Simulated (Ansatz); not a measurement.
`C[SiH]([SiH3])[SeH]` and `CO[SiH](C)[SeH]` differ in one atom or group.

Ansatz, PBE0-D4/def2-TZVP geometries, multiplicity 1. Each molecule was computed in one conformer, which needn't be the lowest.

Scalar relativity is left out up to krypton.

```tsv
property	`C[SiH]([SiH3])[SeH]`
LUMO energy (ωB97M-V/def2-TZVPP) / eV	1.35
LUMO energy (PBE/def2-TZVPP) / eV	-1.21
HOMO energy (PBE0/def2-TZVPP) / eV	-6.83
HOMO energy (B3LYP/def2-TZVPP) / eV	-6.61
HOMO–LUMO gap (B3LYP/def2-TZVPP) / eV	6.03
HOMO–LUMO gap (PBE/def2-TZVPP) / eV	4.51
```

**Question.** What does the change do to each property? (An estimate is asked.)

**Answer.** Computed: 
```json
{"property": "LUMO energy (ωB97M-V/def2-TZVPP) / eV", "`CO[SiH](C)[SeH]`": "1.89", "shift": "0.54"}
{"property": "LUMO energy (PBE/def2-TZVPP) / eV", "`CO[SiH](C)[SeH]`": "-0.75", "shift": "0.46"}
{"property": "HOMO energy (PBE0/def2-TZVPP) / eV", "`CO[SiH](C)[SeH]`": "-7.02", "shift": "-0.19"}
{"property": "HOMO energy (B3LYP/def2-TZVPP) / eV", "`CO[SiH](C)[SeH]`": "-6.76", "shift": "-0.15"}
{"property": "HOMO–LUMO gap (B3LYP/def2-TZVPP) / eV", "`CO[SiH](C)[SeH]`": "6.61", "shift": "0.58"}
{"property": "HOMO–LUMO gap (PBE/def2-TZVPP) / eV", "`CO[SiH](C)[SeH]`": "5.11", "shift": "0.60"}
```

With PBE0 the HOMO falls by 0.19 eV and the LUMO rises by 0.50 eV, so the gap widens by about 0.69 eV. PBE moves the HOMO by -0.14 eV and ωB97M-V by -0.26 eV.

B3LYP here is the variant with VWN-RPA as its local correlation; programs differ in this.

Spin–orbit coupling is left out; it splits and shifts lone-pair levels of the heavy atoms by tenths of an eV.
